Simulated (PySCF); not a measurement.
# Löwdin shares of the frontier orbitals

C6H10FN.
Structure used (GFN2-xTB), in Å, numbered top down from 1:
```
atom  x, y, z in Å
C1    -2.6304    0.2528    0.1606
C2    -1.2949   -0.4586    0.3034
F3    -1.3813   -1.6908   -0.3291
C4    -0.1419    0.3202   -0.3265
C5     1.2119   -0.3756   -0.1098
C6     2.3400    0.3330   -0.8650
C7     1.5249   -0.4011    1.3013
N8     1.7717   -0.3970    2.4175
H9    -3.4268   -0.3771    0.5485
H10   -2.6136    1.1854    0.7164
H11   -2.8328    0.4626   -0.8873
H12   -1.0806   -0.6843    1.3567
H13   -0.3243    0.4074   -1.4001
H14   -0.1178    1.3222    0.1054
H15    1.1338   -1.4140   -0.4549
H16    3.2882   -0.1703   -0.6902
H17    2.4310    1.3652   -0.5324
H18    2.1340    0.3260   -1.9327
```

The calculation used TDDFT B3LYP/def2-SVPD, vertical, gas phase, core orbitals frozen in the response (PySCF).

Frontier orbitals with the atoms that hold most of them (Löwdin shares over 4%, at most four atoms; ? is withheld):

```tsv
orbital	ε (eV)	atoms
HOMO-3	-9.61	F3 22%, N8 20%, C7 16%, C2 12%
HOMO-2	-9.56	F3 27%, C2 18%, C1 11%, H12 11%
HOMO-1	-9.11	?
HOMO	-9.03	?
LUMO	0.05	C6 14%, C7 11%, N8 10%, C5 9%
LUMO+1	0.44	N8 16%, C1 13%, C7 12%, C6 8%
LUMO+2	0.77	N8 23%, C7 23%, C1 8%, C5 6%
```

Task: Give the leading atoms of the HOMO.

Result: N8 (bonded to C) 26%; C7 (bonded to C and N) 18%; C4 (bonded to 2 C and 2 H) 11%; C2 (bonded to 2 C, F and H) 9%. By element: carbon 37% or more, nitrogen 26%.

Task: Give the leading atoms of the HOMO-1.

Result: N8 (bonded to C) 33%; C7 (bonded to C and N) 24%; C5 (bonded to 3 C and H) 10%; C4 (bonded to 2 C and 2 H) 6%. By element: carbon 39% or more, nitrogen 33%.

Task: How does S1 compare with the orbital gap of 9.08 eV?

Result: S1 is at 7.81 eV (f = 0.0037), 1.27 eV below the gap, made of HOMO→LUMO (42%), HOMO→LUMO+2 (13%), HOMO-1→LUMO+1 (12%). 

Next come S2 at 8.04 eV (f 0.0017), HOMO-1→LUMO (44%), HOMO→LUMO+1 (20%); S3 at 8.05 eV (f 0.021), HOMO-1→LUMO+1 (39%), HOMO→LUMO (22%), HOMO-1→LUMO+2 (12%); S4 at 8.50 eV (f 0.023), HOMO→LUMO (32%), HOMO-3→LUMO (24%), HOMO→LUMO+2 (22%); S5 at 8.55 eV (f 0.041), HOMO-1→LUMO (45%), HOMO-1→LUMO+3 (12%), HOMO→LUMO+1 (12%).

Löwdin shares depend on the basis, the more so with diffuse functions.

One conformer stands for the species.
